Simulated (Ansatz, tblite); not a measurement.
Cost and result up the ladder for the cluster AgPd₂⁻ (3 atoms). Charge -1, multiplicity 1. Geometry: r2SCAN-D4/def2-TZVPD.

| atom | x (Å) | y (Å) | z (Å) |
| --- | --- | --- | --- |
| Pd1 | 0.107 | -1.244 | -0.829 |
| Pd2 | 0.340 | 1.329 | -0.604 |
| Ag3 | -0.447 | -0.085 | 1.433 |

Ansatz on 4 threads of Arm Neoverse V1 on a shared host; xTB runs through tblite on one thread. Times are rough, summed over both states, and most runs start from the orbitals of an earlier one. RPA@PBE/def2-TZVPD serves as the yardstick here, not as an exact answer. The other state is a quintet at its own geometry.

In the def2 sets Ag, Pd take a core potential; there is no spin–orbit coupling. The xTB rows come from tblite. Correlated methods freeze no core orbitals; core or outer-core shells of Pd, Ag are correlated, in sets that lack core-valence functions. The structure comes from a short search, and lower isomers may exist.

xTB has no spin-polarisation term.

```
               level  functions  quintet − singlet (eV)  difference from RPA@PBE/def2-TZVPD (eV)                                               remarks
            GFN1-xTB         27                    4.69                                     3.75                                                     –
            GFN2-xTB         27                    3.14                                     2.20                                                     –
r2SCAN-D4/def2-TZVPD        120                    1.37                                     0.43  HOMO above zero (quintet), HOMO above zero (singlet)
  RPA@PBE/def2-TZVPD        120                    0.94                                     0.00                                                     –
   PBE-D4/def2-TZVPD        120                    1.69                                     0.75  HOMO above zero (quintet), HOMO above zero (singlet)
```

Question: Estimate how long each takes.

Answer: GFN1-xTB 0.007 s; GFN2-xTB 0.009 s; PBE-D4/def2-TZVPD 5.4 s; RPA@PBE/def2-TZVPD 7.7 s; r2SCAN-D4/def2-TZVPD 11 s. On shared hardware such times vary by a factor of up to 3.
